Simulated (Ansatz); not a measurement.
A nudged elastic band was laid between two geometries of ClH₅N₂Si (9 atoms, charge 0, multiplicity 1).

The calculation used RKS BHLYP-D4/6-31G* (Ansatz).

```
movable images  : 7
climbing image  : yes
spring          : 5.0 eV/Å²
optimiser       : quadratic models (default)
start path      : IDPP
force threshold : 0.05 eV/Å
iteration limit : 56
end points      : relaxed
```

Initial state:

```xyz
9
Properties=species:S:1:pos:R:3
N -0.502 1.303 -0.396
Si 0.361 -0.160 -0.343
N 0.060 -0.891 1.159
Cl -0.307 -1.194 -2.022
H -0.803 1.712 -1.260
H -0.428 1.971 0.348
H 1.823 -0.137 -0.496
H 0.674 -1.602 1.514
H -0.879 -1.002 1.496
```

Final state:

```xyz
9
Properties=species:S:1:pos:R:3
N -0.504 1.302 -0.394
Si 0.362 -0.160 -0.343
N 0.063 -0.891 1.159
Cl -0.307 -1.195 -2.021
H -0.429 1.971 0.349
H -0.805 1.710 -1.258
H 1.823 -0.133 -0.498
H 0.673 -1.604 1.514
H -0.877 -0.999 1.494
```

Q: What changes between the two ends?

A: No bond is made or broken. The dihedral H6–N1–Si2–Cl4 goes from 175 to -30°. The two ends are copies of one structure, up to a mirror image or an exchange of like atoms.

Q: What energy profile does the band end with?

A: It converged. The highest image is number 3 of 0 to 8, 2.7 kcal/mol above the ends, which have the same energy within 2 meV. The profile has 2 maxima (images 3, 6) with wells between them (image 5): this band takes more than one step, which may be the mechanism or a detour left from its start path. A vibrational analysis at the climbing image gives one clearly imaginary mode, 250i cm⁻¹: a first-order saddle point.

```tsv
image	path coordinate (Å)	energy (kcal/mol)	dihedral H6–N1–Si2–Cl4 (°)
0	0.00	0.0	175
1	0.44	0.8	141
2	0.88	2.2	108
3	1.32	2.7	86
4	1.94	1.6	71
5	2.57	1.5	41
6	3.19	2.2	19
7	3.82	1.1	-5
8	4.44	0.0	-30
```

Q: What is the geometry of the highest image?

A: 
```xyz
9
Properties=species:S:1:pos:R:3
N -0.360 1.362 -0.422
Si 0.343 -0.190 -0.381
N 0.317 -0.740 1.231
Cl -0.655 -1.519 -1.662
H -0.438 1.846 -1.298
H -1.136 1.582 0.175
H 1.705 -0.173 -0.918
H 0.685 -1.648 1.449
H -0.461 -0.521 1.827
```

Time of the run: 5.2 min on 1 thread of Arm Neoverse V1 (shared host), peak memory 0.17 GiB.
